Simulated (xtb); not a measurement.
ZnI2, SMILES [I][Zn][I]. All values are semi-empirical tight-binding results from xtb (GFN2-xTB unless named), good for trends rather than for accurate numbers. The structure is a stationary point at GFN2-xTB. The isomer is the one that the SMILES or the coordinates give; other isomers of the formula were not compared.

Optimised geometry:

```xyz
3

Zn     0.0000     0.0000     0.0000
I      0.0000     0.0000     2.4462
I      0.0000     0.0000    -2.4462
```

For metal compounds this method's bond lengths and energies can be far off.

Computed properties:
| Item | Result |
|---|---|
| point group as xtb finds it | D∞h |
| orbital gap | 5.18 eV |
| zero-point energy | 0.8 kcal/mol |
| G − E(el) at 298.15 K (modified RRHO) | -18.0 kcal/mol |

Computed atomic charges and the Wiberg bond orders between heavy atoms:
charges (e) Zn1 0.22, I2 -0.11, I3 -0.11. Bond orders Zn1–I2 1.06, Zn1–I3 1.06.
